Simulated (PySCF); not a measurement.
Correlation energy of Os(58+) (osmium, charge +58)

[Ar], closed-shell 1S. Computed with PySCF 2.14 in an even-tempered Gaussian basis (16 s from 16 bohr⁻², ratio 2.5; 10 p from 20 bohr⁻², ratio 2.5; 4 d from 84 bohr⁻², ratio 2.7; 4 f from 130 bohr⁻², ratio 2.7), with the non-relativistic Hamiltonian (point nucleus). Frozen: 1s2; 16 electrons correlated; the 17 highest virtual orbitals of each spin left out.

```
  level  correlation energy (mhartree)
   CCSD                        -636.70
    (T)                          -0.74
CCSD(T)                        -637.44
```

Diagnostics: T1 = 0.00017, D1 = 0.0004, largest double amplitude 0.012.

A non-relativistic calculation at this Z misses sizeable relativistic shifts.

Cost of the coupled-cluster step: roughly 4 core-seconds, for 16 correlated electrons.

At this charge a non-relativistic calculation is a model, useful for the Z dependence of the correlation energy.
